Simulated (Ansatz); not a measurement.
HI$_{3}$OZr (`[OH][Zr]([I])([I])[I]`). Total charge 0; spin multiplicity 1. Zr, I: def2 effective core potential. All single points use the PBE0-D4/def2-TZVP geometry. It is one conformer, not always the lowest.

```xyz
6

O    -0.773   -0.015    1.319
Zr    0.174    0.004   -0.295
I    -1.562    0.376   -2.329
I     1.971    2.018   -0.240
I     1.449   -2.357   -0.596
H    -1.259   -0.027    2.141
```

What is the dipole moment at PBE/def2-TZVPP? (Best estimate.)

Ansatz gave: 2.60 D, with components (-1.32, -0.03, 2.24) D in this frame, pointing from negative to positive charge.

And with r2SCAN, B3LYP, ωB97M-V? (Estimate.)

The calculation gave: r2SCAN 2.68 D, B3LYP 2.63 D, ωB97M-V 2.81 D.

Give the Mulliken charges with PBE, B3LYP, ωB97M-V in def2-TZVPP. (Best estimate.)

The calculation gave: 
```json
{"atom": "O1", "PBE": "-0.42", "B3LYP": "-0.47", "ωB97M-V": "-0.43"}
{"atom": "Zr2", "PBE": "0.64", "B3LYP": "0.75", "ωB97M-V": "0.58"}
{"atom": "I3", "PBE": "-0.14", "B3LYP": "-0.16", "ωB97M-V": "-0.11"}
{"atom": "I4", "PBE": "-0.14", "B3LYP": "-0.16", "ωB97M-V": "-0.11"}
{"atom": "I5", "PBE": "-0.14", "B3LYP": "-0.16", "ωB97M-V": "-0.11"}
{"atom": "H6", "PBE": "0.20", "B3LYP": "0.20", "ωB97M-V": "0.19"}
```

B3LYP here is the variant with VWN-RPA as its local correlation; programs differ in this.
